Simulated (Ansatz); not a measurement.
Total energies of ClF$_{2}$H$_{2}$NTi (`[NH2][Ti]([F])([F])[Cl]`).

| atom | x (Å) | y (Å) | z (Å) |
| --- | --- | --- | --- |
| N1 | -1.135 | -0.149 | -0.089 |
| Ti2 | 0.673 | 0.210 | 0.022 |
| F3 | 1.200 | 0.707 | -1.568 |
| F4 | 0.884 | 1.414 | 1.272 |
| Cl5 | 1.758 | -1.620 | 0.598 |
| H6 | -1.601 | -0.482 | -0.922 |
| H7 | -1.779 | -0.079 | 0.687 |

The species carries charge 0 and has multiplicity 1. Correlated methods include outer-core shells of Ti, which these sets cover unevenly. Scalar relativity is left out up to krypton. Geometry: relaxed with PBE0-D4/def2-TZVP. It is one conformer, not always the lowest. Basis def2-TZVPP, Ansatz 0.2.0.

RPA on PBE orbitals: Hartree–Fock energy of these orbitals -1562.64371 Eh, correlation -2.06368 Eh (frozen core).

```tsv
functional	energy without D4 (Eh)	D4 term (kJ/mol)
r2SCANh	-1565.51090	-4.0
B2PLYP	-1565.26600	–
```

(1) Give the same for LDA (SPW92), PBE, revPBE, BLYP, r2SCAN, B97M-V, PBE0, B3LYP, r2SCAN0, HSE06 (plane-wave form), BHLYP, CAM-B3LYP, LC-ωPBE, ωB97X-V, ωB97M-V, PBE-QIDH. (An estimate is asked.)

B3LYP takes the VWN-RPA correlation (the form of Gaussian; ORCA's B3LYP/G). HSE06 is the plane-wave form, built on full-range PBE exchange. The double hybrids freeze the cores in their second-order part.

Results:

(1) The calculation gave: 
```
             functional  energy without D4 (Eh)  D4 term (kJ/mol)
            LDA (SPW92)             -1560.48603                 –
                    PBE             -1565.05810             -15.5
                 revPBE             -1565.44658             -40.8
                   BLYP             -1565.71903             -33.3
                 r2SCAN             -1565.54721              -3.7
                 B97M-V             -1565.29362                 –
                   PBE0             -1565.09032             -13.2
                  B3LYP             -1565.73682             -25.2
                r2SCAN0             -1565.45962              -4.4
HSE06 (plane-wave form)             -1565.06383             -12.5
                  BHLYP             -1565.54453             -21.0
              CAM-B3LYP             -1565.67699             -13.6
                LC-ωPBE             -1565.24406                 –
                ωB97X-V             -1565.41468                 –
                ωB97M-V             -1565.54354                 –
               PBE-QIDH             -1564.85939                 –
```

LC-ωPBE has ω = 0.4 bohr⁻¹.
